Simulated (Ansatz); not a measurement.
Correlation energies of C$_{2}$H$_{7}$NSi, SMILES `N/C=C/[SiH3]` by basis set

Cartesian coordinates in Å:
```
N -1.351 0.357 1.720
C -0.419 -0.110 0.835
C -0.128 0.400 -0.372
Si 1.091 -0.395 -1.492
H -1.719 1.281 1.569
H -1.265 0.088 2.683
H 0.079 -1.015 1.177
H -0.645 1.306 -0.685
H 0.487 -0.832 -2.783
H 1.652 -1.594 -0.807
H 2.218 0.516 -1.845
```

The species carries charge 0 and has multiplicity 1. All single points use the PBE0-D4/def2-TZVP geometry. It is one conformer, not always the lowest. Frozen core, restricted reference, the Gaussian-basis code of Ansatz. CBS rows extrapolate triple and quadruple zeta; past MP2 they add the triple-zeta difference.

```csv
basis,HF (Eh),MP2 corr.
def2-SVP,-422.98253,-0.53945
def2-TZVPP,-423.23852,-0.66633
def2-QZVPP,-423.25398,-0.71164
```

Problem. Estimate the CCSD correlation energy and the (T) correction in each basis where they were run (hartree).

Solution. 
```csv
basis,CCSD corr.,(T)
def2-SVP,-0.59029,-0.01889
def2-TZVPP,-0.70929,-0.02960
CBS(def2),-0.78818,as TZ
```
